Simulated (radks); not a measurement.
The numbers below are computed, except where a source is named.
Problem. Species: Pt XII. Configuration: [Kr] 4d10 4f14 5s2 5p5. Level of theory: Dirac Kohn-Sham, exchange-only PBE, spin-unpolarised, spherical densities, finite nucleus; open shells fill j = l - 1/2 first; Fermi nuclear charge, rms radius 5.427 fm (a radial shooting solver on a logarithmic mesh with Libxc functionals). Some entries of the table are withheld. Estimate them.

| orbital | occ. | eigenvalue (Ry) | <r> (bohr) |
|---|---|---|---|
| 1s1/2 | 2 | -5767.561 | 0.01715 |
| 2s1/2 | 2 | (1) | 0.07170 |
| 2p1/2 | 2 | -982.8055 | 0.05906 |
| 2p3/2 | 4 | -855.7193 | 0.06749 |
| 3s1/2 | 2 | -251.5095 | 0.1865 |
| 3p1/2 | 2 | -232.7469 | (2) |
| 3p3/2 | 4 | -204.7968 | (3) |
| 3d3/2 | 4 | -173.4649 | 0.1675 |
| 3d5/2 | 6 | -167.4361 | 0.1723 |
| 4s1/2 | 2 | -65.11917 | (4) |
| 4p1/2 | 2 | (5) | 0.4174 |
| 4p3/2 | 4 | (6) | 0.4511 |
| 4d3/2 | 4 | -37.37440 | 0.4603 |
| 4d5/2 | 6 | -36.12980 | 0.4713 |
| 5s1/2 | 2 | -20.89865 | 0.9086 |
| 4f5/2 | 6 | -19.34949 | 0.5019 |
| 4f7/2 | 8 | -19.08887 | 0.5084 |
| 5p1/2 | 2 | (7) | (8) |
| 5p3/2 | 3 | (9) | (10) |

Solution. 
(1) 2s1/2 eigenvalue (Ry): -1024.470
(2) 3p1/2 <r> (bohr): 0.1767
(3) 3p3/2 <r> (bohr): 0.1922
(4) 4s1/2 <r> (bohr): 0.4147
(5) 4p1/2 eigenvalue (Ry): -57.14167
(6) 4p3/2 eigenvalue (Ry): -50.47024
(7) 5p1/2 eigenvalue (Ry): -18.16213
(8) 5p1/2 <r> (bohr): 0.9607
(9) 5p3/2 eigenvalue (Ry): -16.81310
(10) 5p3/2 <r> (bohr): 1.028
